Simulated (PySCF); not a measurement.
B3LYP has the VWN-RPA correlation part, as in Gaussian. 

Cartesian coordinates (Å):
SMILES: O1[SiH2]C1
```xyz
7

C     -0.9330     0.0283    -0.1497
O     -0.2814    -0.0876     1.1888
Si     0.8705    -0.0148    -0.0098
H     -1.4798     0.9596    -0.2662
H     -1.5122    -0.8537    -0.4075
H      1.6461    -1.2403    -0.2732
H      1.6899     1.2084    -0.0824
```
Charge 0, multiplicity 1.

### Question
Estimate the HOMO, LUMO and S1 oscillator strength that B3LYP-D3(BJ)/def2-TZVP in PySCF returns for this input.

### Answer

```
Quantity                   Value
----------------------  --------
HOMO                    -7.49 eV
LUMO                    -0.76 eV
S1 oscillator strength     0.006
```
